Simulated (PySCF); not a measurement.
C2H6BO2, SMILES CO[B]OC, multiplicity 2. Atoms are numbered in the order given.

```xyz
11

C      1.9487     0.5310     0.3502
O      1.3198    -0.6478    -0.1390
B     -0.0115    -0.7485    -0.2867
O     -0.8713     0.2504     0.0229
C     -2.2744     0.1428    -0.1181
H      1.2145     1.2229     0.7902
H      2.6887     0.2438     1.1122
H      2.4723     1.0363    -0.4768
H     -2.7515     0.2967     0.8627
H     -2.6314     0.9236    -0.8081
H     -2.5679    -0.8442    -0.5096
```
Charge 0, spin multiplicity 2.

Geometry: ωB97X-D3(BJ)/def2-SVP. The isomer is the one that the SMILES or the coordinates give; other isomers of the formula were not compared. One conformer was computed; it need not be the lowest.

Computed with PySCF with PBE/pcH-1.

Unrestricted Kohn–Sham, ⟨S²⟩ = 0.753. Hyperfine tensors hold the contact and dipolar terms, without spin-orbit corrections.

**Question.** Estimate the hyperfine couplings. (The exact figures need the calculation; the answer reports its results.)

**Answer.** 
```tsv
nucleus	A(iso) (MHz)	A(iso) (G)	dipolar principal values (MHz)
13C no. 1	29.5	10.5	-5.0, -4.6, 9.6
17O no. 2	-166.7	-59.5	-8.4, -0.2, 8.6
11B no. 3	610.2	217.7	-34.6, -27.5, 62.1
17O no. 4	-20.1	-7.2	-30.0, 11.3, 18.7
13C no. 5	27.5	9.8	-1.6, -1.5, 3.2
1H no. 6	-2.6	-0.9	-4.0, -0.1, 4.1
1H no. 7	-4.4	-1.6	-3.1, -1.2, 4.3
1H no. 8	-5.4	-1.9	-3.1, -1.0, 4.2
1H no. 9	-2.3	-0.8	-2.5, -2.0, 4.6
1H no. 10	-2.3	-0.8	-2.5, -2.0, 4.6
1H no. 11	-1.4	-0.5	-5.7, -3.6, 9.4
```
